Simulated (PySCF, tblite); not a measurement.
C4H10FNSi2.
Structure used (GFN2-xTB), in Å, numbered top down from 1:
```
atom  x, y, z in Å
F1     1.0848   -2.8140   -0.3872
Si2   -0.0478   -1.9857    0.4026
N3    -0.2431   -0.5366   -0.4827
C4     0.8434    0.0673   -1.2403
Si5    1.8200    1.4146   -0.3019
C6    -1.3016    0.3750   -0.1773
C7    -2.3067    0.0597    0.8720
C8    -1.4461    0.9860    1.1872
H9    -1.2652   -2.7760    0.3134
H10    0.5005   -1.8868    1.7551
H11    1.5195   -0.7316   -1.5445
H12    0.4201    0.4867   -2.1619
H13    0.9820    2.6004   -0.0996
H14    2.2401    0.8913    0.9989
H15    2.9788    1.7750   -1.1196
H16   -1.5910    0.9534   -1.0545
H17   -3.1364   -0.5501    1.1337
H18   -1.0601    1.6779    1.8948
```

The calculation used PBE0/pcSseg-1 in PySCF (dipole) on a GFN2-xTB geometry, gas phase.

Masses are those of the commonest isotopes; rigid-rotor values at the optimised geometry. The values belong to one conformer with, in the numbering `[F:1][SiH2:2][N:3]([CH2:4][SiH3:5])[CH:6]1[CH:7]=[CH:8]1`, F1–Si2–N3–C4 -30°, Si2–N3–C4–Si5 -95°, Si2–N3–C6–C7 -3°.

Problem. Give the principal moments of inertia and the rotational constants in MHz.

Solution. Ia = 338.18, Ib = 386.68, Ic = 636.15 u·Å²; 505379 MHz·u·Å²/I gives A = 1494, B = 1307, C = 794.4 MHz.

Problem. Classify the top.

Solution. An asymmetric top; Ray's κ = 0.464.

Problem. Is it planar, by Δ = Ic − Ia − Ib?

Solution. Not planar: Δ = Ic − Ia − Ib = -88.71 u·Å². For a rigid frame Δ = −2 Σ m c², so Σ m c² = 44.35 u·Å² lies off the ab plane: 15.15 from hydrogen and 29.20 from heavier atoms. The atom farthest from that plane is 1.90 Å away.

Problem. Give the other two planar moments, Paa and Pbb, and the rms extents of the mass along the axes.

Solution. Paa = Σ m a² = (Ib + Ic − Ia)/2 = 342.33 and Pbb = Σ m b² = (Ia + Ic − Ib)/2 = 293.82 u·Å². With the mass M = 147.03 u, the rms extents √(P/M) along a, b and c are 1.53, 1.41, 0.55 Å.

Problem. Which types of transition are allowed, and where do some lines up to J = 2 fall?

Solution. The dipole components are |μa| = 1.13 D, |μb| = 2.00 D, |μc| = 0.16 D. The squared components, which scale the intensities, stand as 0.32 : 1.00 : 0.01 (a : b : c). Some lines, for components of 0.1 D or more:

```tsv
type	branch	J(Ka,Kc)	MHz	lower level (cm⁻¹)
a	Q	2(2,0) ← 2(2,1)	368	0.269
a	Q	2(1,1) ← 2(1,2)	1538	0.199
b	Q	2(1,1) ← 2(0,2)	1580	0.198
a	R	1(0,1) ← 0(0,0)	2101	0.000
b	R	2(0,2) ← 1(1,1)	3648	0.076
a	R	2(1,2) ← 1(1,1)	3690	0.076
a	R	2(1,1) ← 1(1,0)	4715	0.093
b	R	2(2,1) ← 1(1,0)	5278	0.093
c	R	2(1,1) ← 1(0,1)	5415	0.070
b	R	2(2,0) ← 1(1,1)	6158	0.076
```

Problem. Estimate the classical rotational partition function at 10 K, 25 K and 500 K.

Solution. Point group C1, symmetry number σ = 1; q = (√π/σ)·√((kT/h)³/(ABC)), k/h = 20836.6 MHz/K: 4280 at 10 K, 16900 at 25 K, 1510000 at 500 K.

Its GFN2-xTB frequencies are all real (lowest 45 cm⁻¹). These are rigid-rotor constants of the computed structure; measured ground-state constants (B0) also hold zero-point vibration. A rigid rotor knows nothing of internal rotation, which can split or shift real lines. Quadrupole hyperfine structure (14N) is left out.
